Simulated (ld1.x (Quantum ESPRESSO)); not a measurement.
# antimony: excitation energies, all-electron against TM

- Element: antimony (Sb)
- Generator: ld1.x (Quantum ESPRESSO) 7.5
- Type: norm-conserving Troullier–Martins (Kleinman–Bylander form)
- Functional: PBE
- Relativity: fully relativistic
- Frozen core: [Kr]
- Valence charge: 15
- Reference configuration: 4d10 5s2 5p2.5 (charge +0.5)
- Partial waves: 5s (bound): rc 1.65 bohr; 5p (bound): rc 2.50 bohr; 4d (bound): rc 0.95 bohr
- Local potential: all-electron potential smoothed inside 2.40 bohr (lloc = -1)
- Core correction: a·sin(br)/r model core, default radius (core density twice the valence density)

Open shells are filled in proportion to 2j + 1 (rel_dist='average').

Energies are relative to the spin-unpolarised reference configuration 4d10 5s2 5p2.5; without spin polarisation the order of configurations can differ from experiment. Not all tests gave a result: 1 of 7 tests not solved or not reliable.

| valence configuration | charge | ΔE all-electron (eV) | error AE − PS (meV) |
| --- | --- | --- | --- |
| 4d10 5s2 5p3 | 0 | -3.270 | +0.4 |
| 4d10 5s2 5p2 | +1 | 5.064 | +0.5 |
| 4d10 5s2 5p0 | +3 | 45.491 | -0.8 |
| 4d9 5s2 5p4 | 0 | 27.806 | -342 |

(1) What are ΔE and the potential's error for 4d10 5s2 5p1?

(2) What are ΔE and the potential's error for 4d10 5s1 5p0?

Results:

(1) ΔE = 21.052 eV all-electron; the error (AE − PS) is +3.7 meV.

(2) ΔE = 89.782 eV all-electron; the error (AE − PS) is -9.8 meV.
